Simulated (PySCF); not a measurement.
SMILES [CH](O)CC(C)C (C5H11O), doublet at its GFN2-xTB optimised geometry (Å):

```
17

C     -1.3796    -0.4007    -1.1868
C      0.1443    -0.3702    -1.2166
C      0.6916     0.3694     0.0000
C      0.6526     0.3063    -2.5211
C      0.3055    -0.4251    -3.7564
O      0.9451    -1.5934    -4.0868
H     -1.7323    -0.8806    -0.2763
H     -1.7798     0.6105    -1.2199
H     -1.7663    -0.9537    -2.0390
H      0.5144    -1.4020    -1.1989
H      0.3504    -0.1046     0.9179
H      0.3485     1.4020     0.0000
H      1.7798     0.3694     0.0000
H      1.7431     0.3959    -2.4429
H      0.2325     1.3123    -2.5718
H     -0.6483    -0.3290    -4.2399
H      1.7516    -1.6664    -3.5628
```

Calculation: unrestricted B3LYP/def2-SVP run with PySCF 2.14.0.

Map of the Laplacian of the electron density (e/bohr⁵) on the plane z = 0.6 Å:

```
|%%%%%%%%%%%%%%%%%%%%%%%%%%%%%|
|%%%%%%%%%%%%%%%%%%%%%%%%%%%%%|
|%%%%%%%%%%%%%%%%%%%%%%%%%%%%%|
|%%%%%%%%%%%%%%%%%%%%%%%%%%%%%|
|%%%%%%%%%%%%%%%%%%%%%%%%%%%%%|
|%%%%%%%%%%%%%%%%%%%%%%%%%%%%%|
|%%%%%%%%%%%%%%%%%%%%%%%%%%%%%|
|%%%%%%%%%%%%%%%%%%%%%%%%%%%%%|
|%%%%%%%%%%%%%%%%%%%%%%%%%%%%%|
|%%%%%%%%%%%%%%@@@@%%%%%%%%%%%|
|%%%%%%%%%%%%%%@@@@@@%%%%%%%%%|
|%%%%%%%%%%%%%@@@@@@@@%%%%%%%%|
|%%%%%%%%%%%%%@@@%@@@@%%%%%%%%|
|%%%%%%%%%%%%%@%+-#@@@@%%%%%%%|
|%%%%%%%%%%%%%@%  #@@@%%%%%%%%|
|%%%%%%%%%%%%%@%=+%@@%%%%%%%%%|
|%%%%%%%%%%%%%%@@@@@%%%%%%%%%%|
|%%%%%%%%%%%%%%%%%%%%%%%%%%%%%|
|%%%%%%%%%%%%%%%%%%%%%%%%%%%%%|
|%%%%%%%%%%%%%%%%%%%%%%%%%%%%%|
|%%%%%%%%%%%%%%%%%%%%%%%%%%%%%|
|%%%%%%%%%%%%%%%%%%%%%%%%%%%%%|
|%%%%%%%%%%%%%%%%%%%%%%%%%%%%%|
|%%%%%%%%%%%%%%%%%%%%%%%%%%%%%|
|%%%%%%%%%%%%%%%%%%%%%%%%%%%%%|
|%%%%%%%%%%%%%%%%%%%%%%%%%%%%%|
|%%%%%%%%%%%%%%%%%%%%%%%%%%%%%|
|%%%%%%%%%%%%%%%%%%%%%%%%%%%%%|
|%%%%%%%%%%%%%%%%%%%%%%%%%%%%%|
```
Scale: ten equal steps from -0.898 (start of ' ') to 0.186 (end of '@'), in the order ' .:-=+*#%@'; x runs from -4.00 to 4.00, y from -4.00 (bottom) to 4.00 (top).
